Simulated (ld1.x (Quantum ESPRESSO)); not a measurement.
## Which change was made? (I, TM)

ld1.x (Quantum ESPRESSO) 7.5 input, shortened:

```
&input
   title='I', zed=53., rel=2, dft='PBE', iswitch=3,
   config='[Kr] 4d10 5s2 5p5 5d-2', rel_dist='average'
 /
 &inputp
   pseudotype=2, tm=.true., lloc=1,
   nlcc=.true., rcore=1.30
 /
3
5S  1  0   2.00   0.00  1.70  1.70  0.0
5D  3  2  -2.00   0.30  1.70  1.70  0.0
5P  2  1   5.00   0.00  1.80  1.80  0.0
 &test
   configts(1)='5s2 5p5'
 /
```

Open shells are filled in proportion to 2j + 1 (rel_dist='average').

Cutoffs, loose and tight: the cutoffs (Ry, on a coarse ladder) from which the occupation-weighted sum of valence levels, in a spherical-Bessel basis at the reference potential, stays within 10 and 1 mRy of its value at 400 Ry. They do not see the model core or the augmentation charge, which bear on the density cutoff. Test errors are all-electron minus pseudo excitation energies from the reference, over the configurations 5s2 5p4; 5s2 5p3; 5s2 5p2; 5s2 5p1; 5s1 5p6; 5s2 5p4.5; 5s2 5p5.3; variants that change the core or the reference have their own tests.

The base gives: outcome: generated, misses its reference levels by 0.69 eV; cutoff, loose: 35 Ry; cutoff, tight: 70 Ry; bound ghosts: d3/2, d5/2; largest test error (meV): +133.

Problem. After one change the result is: outcome: generated, misses its reference levels by 0.69 eV; cutoff, loose: 35 Ry; cutoff, tight: 70 Ry; bound ghosts: none; largest test error (meV): +133. Which change was it?
A. wave 5p (bound): rc 1.80 bohr becomes 5p (bound): rc 1.52 bohr
B. wave 5d channel at 0.3 Ry: rc 1.70 bohr becomes 5d channel at 0.3 Ry: rc 2.40 bohr
C. reference 5s2 5p3
D. wave 5s (bound): rc 1.70 bohr becomes 5s (bound): rc 2.62 bohr

Solution. B. The others give: wave 5p (bound): rc 1.80 bohr becomes 5p (bound): rc 1.52 bohr → outcome: generated, misses its reference levels by 0.73 eV; cutoff, loose: 50 Ry; cutoff, tight: 140 Ry; bound ghosts: s, d3/2, d5/2; largest test error (meV): +323 | wave 5s (bound): rc 1.70 bohr becomes 5s (bound): rc 2.62 bohr → outcome: generated, misses its reference levels by 0.69 eV; cutoff, loose: 30 Ry; cutoff, tight: 55 Ry; bound ghosts: d3/2, d5/2; largest test error (meV): +205 | reference 5s2 5p3 → outcome: generated, misses its reference levels by 0.89 eV; cutoff, loose: 35 Ry; cutoff, tight: 60 Ry; bound ghosts: d3/2, d5/2; largest test error (meV): -73.
